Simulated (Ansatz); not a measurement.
Reaction (formal exchange of groups at the Si–O bond): `[SiH3][O][Sn][Cl]` + `FC1BO1` → `FC1([SiH3])BO1` + `[OH][Sn][Cl]`

Computed with Ansatz on PBE0-D4/def2-TZVP structures; ΔE is electronic, products minus reactants. CCSD(T)/CBS adds triple-zeta CCSD(T) − MP2 to the extrapolated MP2 energy (def2 sets, frozen cores). Functionals use def2-TZVPP. Elements past krypton have def2 core potentials. For Sn outer-core shells are correlated without core-valence functions, which leaves a few kJ/mol of doubt a bond. One conformer a species, not always the lowest.

`[SiH3][O][Sn][Cl]`:

Cartesian coordinates in Å:
```
Si 0.169 0.871 0.388
O 0.703 -0.047 -0.864
Sn 0.390 -1.805 -1.680
Cl -1.300 -2.526 -0.168
H 0.399 0.187 1.689
H 0.922 2.153 0.382
H -1.282 1.167 0.253
```

`FC1BO1`:

Cartesian coordinates in Å:
```
F 1.678 0.353 -0.015
C 0.367 0.382 0.317
B -0.578 -0.676 -0.197
O -0.500 0.491 -0.846
H 0.184 1.153 1.059
H -1.150 -1.702 -0.319
```

`FC1([SiH3])BO1`:

Cartesian coordinates in Å:
```
F 0.062 -0.731 -1.758
C -0.044 -0.486 -0.413
Si 0.271 1.322 0.022
B -0.182 -1.699 0.488
O -1.293 -1.060 0.122
H 0.153 1.445 1.496
H -0.722 2.192 -0.655
H 1.644 1.675 -0.414
H 0.110 -2.659 1.112
```

`[OH][Sn][Cl]`:

Z-matrix (Å, degrees):
```
O
Sn 1 1.974
H 1 0.961 2 114.9
Cl 2 2.361 1 94.3 3 -180.0
```

CCSD(T)/CBS gives +126.1 kJ/mol.

Problem. Another level gave +128.1 kJ/mol. Which?
A. PBE-QIDH/def2-TZVPP
B. revPBE/def2-TZVPP
C. CCSD/def2-TZVPP
D. LC-ωPBE/def2-TZVPP

Solution. A. PBE-QIDH 128.1, revPBE 105.6, LC-ωPBE 121.7, CCSD/def2-TZVPP 132.3 kJ/mol.

Largest T1 diagnostic among the species: 0.017.

In def2-TZVPP, CCSD(T) changes the Hartree–Fock value by −23.0 kJ/mol (the triples alone add −4.0 kJ/mol) and MP2 by −18.9 kJ/mol. At CCSD(T), def2-SVP lies +5.4 kJ/mol from the extrapolated value and def2-TZVPP +2.1 kJ/mol.
